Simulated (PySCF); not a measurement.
C₃H₆BNO₂, SMILES OB1CN=COC1. Atoms are numbered in the order given.

```xyz
13

O      0.0919    -2.3916     0.0000
B      0.0524    -1.0332     0.0000
C      1.3820    -0.2000     0.0000
N      1.2044     1.2519     0.0000
C      0.0497     1.7602     0.0000
O     -1.1801     1.1899     0.0000
C     -1.3165    -0.2326     0.0000
H     -0.7726    -2.8188     0.0000
H      2.0060    -0.4817     0.8691
H      2.0060    -0.4817    -0.8691
H     -0.0713     2.8530     0.0000
H     -1.9234    -0.5101    -0.8831
H     -1.9234    -0.5101     0.8831
```

Coordinates come from a ωB97X-D3(BJ)/def2-SVP optimisation. This is a generated structure with no PubChem entry under its InChIKey; it may be hypothetical. Other conformers were not sampled.

The numbers are results of TDA-PBE/def2-SVPD in PySCF, not measurements.

Vertical excitations. Isolated molecule, no solvent. State labels are in the subgroup Cs.

Give excitation energies, oscillator strengths and character. (The exact figures need the calculation; the answer reports its results.)


| state | symmetry | energy (eV) | λ (nm) | f | main pairs |
|---|---|---|---|---|---|
| S1 | A" | 4.33 | 286 | 0.000 | HOMO→LUMO 99 % |
| S2 | A' | 4.63 | 268 | 0.034 | HOMO→LUMO+1 100 % |
| S3 | A' | 4.99 | 248 | 0.009 | HOMO−1→LUMO 98 % |
| S4 | A" | 5.24 | 237 | 0.001 | HOMO−1→LUMO+1 100 % |
| S5 | A" | 5.34 | 232 | 0.004 | HOMO→LUMO+2 98 % |
| S6 | A' | 5.52 | 225 | 0.009 | HOMO→LUMO+3 99 % |
| S7 | A" | 6.13 | 202 | 0.001 | HOMO−1→LUMO+3 100 % |
| S8 | A' | 6.27 | 198 | 0.005 | HOMO→LUMO+4 100 % |
| S9 | A" | 6.47 | 192 | 0.000 | HOMO−2→LUMO 99 % |
| S10 | A' | 6.70 | 185 | 0.013 | HOMO→LUMO+5 93 % |
| T1 | A" | 4.06 | 305 | 0 | HOMO→LUMO 99 % |
| T2 | A' | 4.54 | 273 | 0 | HOMO→LUMO+1 100 % |
| T3 | A' | 4.71 | 263 | 0 | HOMO−1→LUMO 80 %, HOMO−1→LUMO+2 19 % |
| T4 | A" | 4.78 | 259 | 0 | HOMO→LUMO+2 98 % |
Triplets are in the Tamm–Dancoff approximation.
